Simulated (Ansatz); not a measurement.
**A rate constant, worked out**

An elementary step of C2H5I, closed shell (C₂H₅I (CCI) → C₂H₄ (C=C) + HI; I–C, C–H broken or loosened, I–H formed or tightened). The start structure is the reactant molecule, and the electronic barrier above it is 2.613 eV by CCSD(T) at an estimated basis limit (MP2 extrapolated from triple and quadruple zeta, plus CCSD(T) − MP2 in triple zeta). Ansatz 0.2.0; basis: def2-TZVPP and def2-QZVPP; cores frozen in the correlated methods. Filled d shells of the heavier atoms are correlated. Core potentials replace the inner electrons of the atoms past krypton. The def2 sets are not built for correlating such inner shells, so the correlated values are less sure here. Extrapolation: Hartree–Fock as exp(−7.88 √X), correlation as X^−2.97. Harmonic wavenumbers at PBE0-D4/def2-TZVP (Ansatz 0.2.0), in cm⁻¹:

Start: 258, 258, 525, 748, 978, 997, 1082, 1238, 1258, 1405, 1474, 1477, 1489, 3044, 3110, 3124, 3141, 3183.

Saddle: 1377i, 215, 252, 301, 647, 822, 1007, 1047, 1192, 1235, 1247, 1372, 1460, 1591, 3139, 3183, 3233, 3287.

Problem. Work out the transition-state-theory rate constant at 400 K from these numbers alone (harmonic vibrations; rotation, path degeneracy and anharmonicity left out), and the Wigner tunnelling factor. Use 1 cm⁻¹ = 1.2398 × 10⁻⁴ eV and k_B = 8.617 × 10⁻⁵ eV/K.

Solution. Zero-point energies, half the sums: start 28789/2 cm⁻¹ = 1.7847 eV; saddle, real modes only, 25230/2 cm⁻¹ = 1.5641 eV.
Barrier with zero-point energy: 2.613 + 1.5641 − 1.7847 = 2.3924 eV.
k_BT = 0.03447 eV, so the barrier is 69.41 k_BT.
Vibrational partition functions from the zero-point level, ln q = −Σ ln(1 − exp(−hν/k_BT)): start 1.363, saddle 1.809.
k = (k_BT/h) exp(ln q‡ − ln q) exp(−E0/k_BT), with log₁₀(k_BT/h in s⁻¹) = 12.92: log₁₀ k = 12.92 + (0.446 − 69.41)/2.3026 = -17.03, so k ≈ 9 × 10^(-18) s⁻¹.
Wigner factor: 1 + (hν‡/k_BT)²/24 = 1 + (4.95)²/24 = 2.02, too large for this simple formula to be trusted. A change of 1 kcal/mol (0.043 eV) in the barrier would change k by a factor of 3.5 at this temperature.

T1 diagnostic: at most 0.031. The T1 diagnostic is large here, which may signal multireference character or strong orbital relaxation, so CCSD(T) is less sure.

For scale, one of the runs: CCSD(T)/def2-TZVPP, 182 basis functions (an equivalent command: `ansatz run in.yaml --threads 4`). The run took 52 s on 4 CPU threads (shared host), with 2.1 GiB of host memory at its peak.
